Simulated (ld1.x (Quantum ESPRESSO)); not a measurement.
**lead: excitation energies, all-electron against TM**

```json
{
  "Element": "lead (Pb)",
  "Generator": "ld1.x (Quantum ESPRESSO) 7.5",
  "Type": "norm-conserving Troullier–Martins (Kleinman–Bylander form)",
  "Functional": "PBEsol",
  "Relativity": "scalar-relativistic",
  "Frozen core": "[Xe] 4f14",
  "Valence charge": "14",
  "Reference configuration": "5d10 6s2 6p1 (charge +1)",
  "Partial waves": "6p (bound): rc 2.58 bohr; 5d (bound): rc 1.30 bohr; 5f channel at -0.1 Ry: rc 2.65 bohr; 6s (bound): rc 1.80 bohr",
  "Local potential": "the s channel",
  "Core correction": "a·sin(br)/r model core, default radius (core density twice the valence density)"
}
```

Energies are relative to the spin-unpolarised reference configuration 5d10 6s2 6p1; without spin polarisation the order of configurations can differ from experiment.

```csv
valence configuration,charge,ΔE all-electron (eV),error AE − PS (meV)
5d10 6s2 6p2,0,-6.598,+3.0
5d10 6s2 6p0,+2,13.447,-9.6
5d10 6s1 6p3,0,2.173,-6.8
5d10 6s2 6p2.3,-0.3,-7.402,+3.6
5d9 6s2 6p2,+1,20.561,-198
```

What are ΔE and the potential's error for 5d10 6s1 6p0?

ΔE = 45.926 eV all-electron; the error (AE − PS) is -36 meV.

What are ΔE and the potential's error for 5d10 6s1 6p2?

ΔE = 9.578 eV all-electron; the error (AE − PS) is -6.7 meV.

Levels in the configuration 5d10 6s1 6p0:

```json
{"level": "5d", "all-electron (eV)": "-49.467", "pseudo (eV)": "-49.387"}
{"level": "6s", "all-electron (eV)": "-37.540", "pseudo (eV)": "-37.568"}
```
